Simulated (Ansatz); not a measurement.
`N[CH2][InH2]` + `[SiH3]N[SiH3]` → `[SiH3][N]([SiH3])[InH2]` + CH₃NH₂ at 700 K and 1 bar (ligand exchange at the In–C bond).

Calculated with Ansatz (gas phase, PBE0-D4/def2-TZVP geometries, no zero-point term in ΔE). CCSD(T)/CBS is the MP2 limit (def2-TZVPP, def2-QZVPP) plus CCSD(T) − MP2 in def2-TZVPP, frozen cores. This one scheme is used for every species. Elements past krypton have def2 core potentials. For In outer-core shells are correlated without core-valence functions, which leaves a few kJ/mol of doubt a bond. One conformer a species, not always the lowest.

```
                  species  CCSD(T)/CBS energy (Eh)  H − E (kJ/mol)  S (J/(mol·K))
           `N[CH2][InH2]`               -286.12674           235.5          420.6
          `[SiH3]N[SiH3]`               -637.10515           245.6          444.2
`[SiH3][N]([SiH3])[InH2]`               -827.51128           275.2          546.6
                   CH₃NH₂                -95.75281           207.6          296.6
```

H − E and S are ideal-gas, rigid-rotor, harmonic terms from PBE0-D4/def2-TZVP, for one conformer and one mirror image of each species. 1 Eh = 2625.50 kJ/mol, R = 8.31446 J/(mol·K).

Question: By hand: ΔE, ΔH, ΔS and ΔG.

Answer: ΔE = (-827.51128) + (-95.75281) − (-286.12674) − (-637.10515) = -0.03220 Eh = -84.5 kJ/mol. Δ(H − E) = 275.2 + 207.6 − 235.5 − 245.6 = 1.7, so ΔH = -82.8 kJ/mol. ΔS = 546.6 + 296.6 − 420.6 − 444.2 = -21.6 J/(mol·K). ΔG = -82.8 − 700 × (-21.6)/1000 = -67.7 kJ/mol.

Question: By hand: the equilibrium constant, and the temperature at which ΔG would vanish if ΔH and ΔS stayed fixed.

Answer: log₁₀ K = −ΔG/(RT ln 10) = 5.1. ΔG = 0 at ΔH/ΔS = 3833 K, far beyond where these terms or the molecules hold.

ΔH outweighs TΔS. A doubt of 5 kJ/mol in ΔE shifts log₁₀ K by 0.4 here. Other conformers and mirror images would add mixing entropy, several J/(mol·K) or more a flexible species. Modes under 60 cm⁻¹, often nearly free rotors, make the harmonic entropy too high. These are equilibria of isolated gas molecules and say nothing of rates. Largest T1 diagnostic: 0.015 (customary marks: 0.02 for closed shells, 0.045 for open ones).
